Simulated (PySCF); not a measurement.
Dimethyl malonate, C5H8O4.
Structure used (PBE0-D3(BJ)/def2-SVP), in Å, numbered top down from 1:
```xyz
17
C5H8O4 angstrom
C      3.442   -0.076   -0.585
O      2.291   -0.563    0.085
C      1.172    0.139   -0.101
O      1.102    1.122   -0.788
C      0.022   -0.435    0.692
C     -1.249   -0.395   -0.123
O     -1.405   -0.983   -1.157
O     -2.182    0.365    0.452
C     -3.402    0.481   -0.262
H      3.697    0.937   -0.239
H      3.273   -0.039   -1.671
H      4.253   -0.774   -0.349
H     -0.096    0.161    1.608
H      0.241   -1.474    0.970
H     -4.057    1.112    0.349
H     -3.858   -0.507   -0.421
H     -3.232    0.946   -1.244
```

Theory: TDDFT PBE0/def2-SVPD, vertical, gas phase, core orbitals frozen in the response in PySCF 2.14.0, density-fitted response routines.

Ground-to-excited transition dipoles (e·a0, same axes as the geometry; the sign carries no meaning), for the states with f of 0.002 or more among the lowest 6:

| state | E (eV) | μx | μy | μz |
| --- | --- | --- | --- | --- |
| S3 | 7.060 | 0.226 | 0.061 | -0.013 |
| S4 | 7.092 | 0.274 | 0.060 | 0.004 |
| S5 | 7.737 | 0.002 | -0.008 | 0.164 |
| S6 | 7.781 | -0.235 | 0.341 | 0.075 |

Question: What oscillator strength does each state have?

Answer: f = (2/3) ΔE |μ|² with ΔE in hartree (27.2114 eV).

```tsv
state	|μ|² (au)	|μ| (D)	f
S3	0.055	0.60	0.009
S4	0.078	0.71	0.014
S5	0.027	0.42	0.005
S6	0.177	1.07	0.034
```

Question: Which bond between heavy atoms lies closest to the direction of the S6 transition dipole?

Answer: C6–O8, at 22° from it; next O2–C3 at 30°.

Question: What angle do the transition dipoles of S4 and S6 make?

Answer: |cos θ| = |μa·μb| / (|μa| |μb|) = 0.37, so θ ≈ 68° (taken between 0 and 90°, since the signs are arbitrary).

Question: What peak molar absorption coefficient would the strongest computed level give as a lone Gaussian band 0.3 eV wide at half height?

Answer: ε(max) = 2.175×10⁸ f / FWHM, with the width in cm⁻¹. S6: 2.175×10⁸ × 0.0337 / 2420 ≈ 3000 L mol⁻¹ cm⁻¹.

One conformer stands for the species.
